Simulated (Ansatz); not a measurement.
Basis-set series for BClH₆OSi₂ (`B[SiH](Cl)O[SiH3]`). Total charge 0; spin multiplicity 1. All single points use the PBE0-D4/def2-TZVP geometry. It is one conformer, not always the lowest.

```json
{"functional": "PBE0-D4", "basis": "def2-TZVPP", "functions": "272", "energy (Eh)": "-1142.52700", "HOMO (eV)": "-8.16", "LUMO (eV)": "-2.65"}
{"functional": "PBE0-D4", "basis": "def2-QZVPP", "functions": "504", "energy (Eh)": "-1142.56713", "HOMO (eV)": "-8.18", "LUMO (eV)": "-2.67"}
{"functional": "ωB97M-V", "basis": "def2-TZVPP", "functions": "272", "energy (Eh)": "-1142.92933", "HOMO (eV)": "-10.32", "LUMO (eV)": "-0.67"}
{"functional": "ωB97M-V", "basis": "def2-QZVPP", "functions": "504", "energy (Eh)": "-1142.96676", "HOMO (eV)": "-10.35", "LUMO (eV)": "-0.73"}
```

Task: Give the rows for def2-SVP. (Best estimate.)

Result: Ansatz gave: 
```tsv
functional	basis	functions	energy (Eh)	HOMO (eV)	LUMO (eV)
PBE0-D4	def2-SVP	112	-1142.03124	-8.06	-2.57
ωB97M-V	def2-SVP	112	-1142.42927	-10.19	-0.49
```
